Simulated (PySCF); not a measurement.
**Spinor energies of Eu⁴⁴⁺ (europium, charge +44)**

Start: [Ar] 3d1; 3d3/2 filled at m_j = +3/2. Calculated with PySCF 2.14 in an even-tempered Gaussian basis (16 s from 10 bohr⁻², ratio 2.8; 12 p from 13 bohr⁻², ratio 2.8; 8 d from 13 bohr⁻², ratio 2.8; 3 f from 40 bohr⁻², ratio 3): generalised Hartree-Fock with the X2C-1e Hamiltonian and a Gaussian nucleus; one run each with spin-orbit coupling (SO) switched off, then screened by Boettger's factors.

| spinor shell | electrons | ε, spin-free (eV) | ε, screened SO (eV) | weight of nominal j (screened SO) | rms radius, screened SO (bohr) |
| --- | --- | --- | --- | --- | --- |
| 1s1/2 | 2 | -51438.6 | -51429.3 | 1.000 | 0.0254 |
| 2s1/2 | 2 | -10721.3 | -10718.0 | 1.000 | 0.102 |
| 2p1/2 | 2 | -9843.8 | -10309.6 | 1.000 | 0.0871 |
| 2p3/2 | 4 | -9843.8 | -9641.9 | 1.000 | 0.0931 |
| 3s1/2 | 2 | -4048.7 | -4047.7 | 1.000 | 0.250 |
| 3p1/2 | 2 | -3766.8 | -3884.4 | 1.000 | 0.239 |
| 3p3/2 | 4 | -3766.8 | -3715.1 | 1.000 | 0.251 |
| 3d3/2 | 1 | -3491.9 | -3513.4 | 1.000 | 0.215 |

| quantity | spin-free | screened SO |
| --- | --- | --- |
| E (hartree) | -9155.92852 | -9163.19518 |
| M_J | 3/2 | 3/2 |
| ⟨J²⟩ | 3.958 | 3.750 |
| ⟨L²⟩ | 6.001 | 6.028 |
| ⟨S²⟩ | 0.750 | 0.778 |

Each row is a mean over spinors that exchange with the open shell spreads, by up to 20.803 eV (3p1/2).

Breit and QED terms are absent; they matter most for the inner s and p1/2 levels.

Densities and radii are taken from the X2C orbitals without a picture-change correction, which distorts them close to the nucleus.

Without spin-orbit coupling the j labels of p, d and f shells carry no meaning; the spin-free column gives the mean over the occupied spinors of each nl shell, and its ⟨J²⟩ belongs to a mixture of degenerate components.
